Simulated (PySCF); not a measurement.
S³⁺ (sulfur, charge +3): wB97X-V calculation

Configuration: [Ne] 3s2 3p1, 2P determinant. Computed with PySCF 2.14 in aug-cc-pV(T+d)Z (6s5p4d2f, 55 functions), with the non-relativistic Hamiltonian (point nucleus).

- Total energy: -395.5442 hartree
- One-electron energy: -526.5611 hartree
- Hartree (Coulomb) energy: 155.4365 hartree
- Exchange-correlation energy: -24.4196 hartree
- Kinetic energy: 394.43570 hartree
- ⟨S²⟩: 0.7534
- ⟨L²⟩: 2.011
- Sum of ⟨r⟩: 8.522 bohr
- Sum of ⟨r²⟩: 10.56 bohr²
- Traceless quadrupole moment −½Σ⟨3z² − r²⟩ along its main axis: -1.24 e·bohr²
- Density at the nucleus (Gaussians lack the cusp): 2630 bohr⁻³
- Spin density at the nucleus: 0.103 bohr⁻³
- Langevin diamagnetic susceptibility: -8.37 ×10⁻⁶ cm³/mol

```json
{"shell": "1s α", "electrons": "1", "mean orbital energy (hartree)": "-90.54491", "spread (hartree)": "0", "rms radius, mean of both spins (bohr)": "0.113"}
{"shell": "1s β", "electrons": "1", "mean orbital energy (hartree)": "-90.53756", "spread (hartree)": "0", "rms radius, mean of both spins (bohr)": "0.113"}
{"shell": "2s α", "electrons": "1", "mean orbital energy (hartree)": "-9.63722", "spread (hartree)": "0", "rms radius, mean of both spins (bohr)": "0.521"}
{"shell": "2s β", "electrons": "1", "mean orbital energy (hartree)": "-9.63031", "spread (hartree)": "0", "rms radius, mean of both spins (bohr)": "0.521"}
{"shell": "2p α", "electrons": "3", "mean orbital energy (hartree)": "-7.59584", "spread (hartree)": "0.00932", "rms radius, mean of both spins (bohr)": "0.492"}
{"shell": "2p β", "electrons": "3", "mean orbital energy (hartree)": "-7.58448", "spread (hartree)": "0.02990", "rms radius, mean of both spins (bohr)": "0.492"}
{"shell": "3s α", "electrons": "1", "mean orbital energy (hartree)": "-2.09786", "spread (hartree)": "0", "rms radius, mean of both spins (bohr)": "1.64"}
{"shell": "3s β", "electrons": "1", "mean orbital energy (hartree)": "-2.03378", "spread (hartree)": "0", "rms radius, mean of both spins (bohr)": "1.64"}
{"shell": "3p α", "electrons": "1", "mean orbital energy (hartree)": "-1.65967", "spread (hartree)": "0", "rms radius, mean of both spins (bohr)": "1.78"}
```
